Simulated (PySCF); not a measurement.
## Polarisability and C₆ of Tc⁺ (technetium, charge +1)

[Kr] 4d6, high-spin 5D determinant (an excited configuration). Calculation: PySCF 2.14, in x2c-TZVPPall with one added diffuse shell each of s, p, d, f type (9s7p7d3f1g, 95 functions); scalar relativity by spin-free X2C-1e. Coupled (time-dependent) response in atomic units; α is the mean over directions.

```json
{"method": "revPBE", "mean α (bohr³)": "19.32", "α xx, yy, zz": "20.06, 20.06, 17.84", "C₆ (like pair)": "125.2", "S(−4)": "213.3"}
```

S(−4) is the Cauchy moment in α(ω) = α(0) + S(−4) ω² + …

Spin-orbit coupling is absent.

α(iu) at revPBE:

```csv
u (hartree),α(iu) (bohr³)
0,19.32
0.0500,18.81
0.100,17.54
0.200,14.44
0.300,11.86
0.500,8.464
0.750,6.026
1.00,4.554
1.50,2.892
2.00,1.995
3.00,1.101
5.00,0.4740
```

A single London oscillator, α(iu) = α/(1 + u²/ω²), gives C₆ = (3/4) ω α². Matching the computed C₆ needs ω = 4 × 125.2 / (3 × 19.32²) = 0.447 hartree.

For an ion, C₆ is the dispersion term alone; charge-induced terms of lower order in 1/R come first.

The components differ because the open shell of this determinant is not spherical; for a pure term their mean is the scalar polarisability.
